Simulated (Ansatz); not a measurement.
Computed with Ansatz on PBE0-D4/def2-TZVP structures; ΔE is electronic, products minus reactants. CBS: MP2 limit from def2 TZ/QZ plus the TZ coupled-cluster correction, frozen cores. DFT in def2-TZVPP. One conformer a species, not always the lowest.

Reaction (substitution at a C–Si bond): `C[Si](C)(S)S` + `OC(=S)S` → `CSC(O)=S` + `C[SiH](S)S`

```csv
species,ωB97X-V energy (Eh)
`C[Si](C)(S)S`,-1166.87879
`OC(=S)S`,-910.82383
`CSC(O)=S`,-950.13800
`C[SiH](S)S`,-1127.54371
```

Work out ΔE.

ΔE = (-950.13800) + (-1127.54371) − (-1166.87879) − (-910.82383) = 0.02091 Eh = +54.9 kJ/mol. CCSD(T)/CBS gives +54.8 kJ/mol.

Largest T1 diagnostic among the species: 0.017.

From PBE to PBE0 (25 % exact exchange), in def2-TZVPP and without D4, ΔE moves by +3.7 kJ/mol.
